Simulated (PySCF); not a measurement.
## Pt(60+): ionisation energy

Pt(60+) [Ar] (1S) → Pt(61+) [Ne] 3s2 3p5 (2P), as a difference of total energies. All numbers are calculated (PySCF 2.14, scalar relativity by spin-free X2C-1e, in an even-tempered Gaussian basis (17 s from 17 bohr⁻², ratio 2.5; 12 p from 22 bohr⁻², ratio 2.5; 4 d from 89 bohr⁻², ratio 2.7; 4 f from 130 bohr⁻², ratio 2.7)). Correlated levels: outer shells: 1s2 frozen; virtual orbitals above 40 to 60 times the deepest correlated orbital energy dropped. The calculations carry no spin-orbit coupling.

| method | ionisation energy (eV) |
| --- | --- |
| UHF | 6659.9 |
| MP2 (outer shells) | 6661.0 |
| SCS-MP2 (outer shells) | 6660.9 |
| CCSD (outer shells) | 6661.0 |
| CCSD(T) (outer shells) | 6661.0 |

A first-order spin-orbit estimate (lowest level to lowest level, LS coupling) adds -137.3 eV.

Breit and QED terms and the two-electron picture change are absent.

For comparison: 6517 ± 10 eV (theoretical estimate listed by NIST; NIST Atomic Spectra Database, ionization energies).
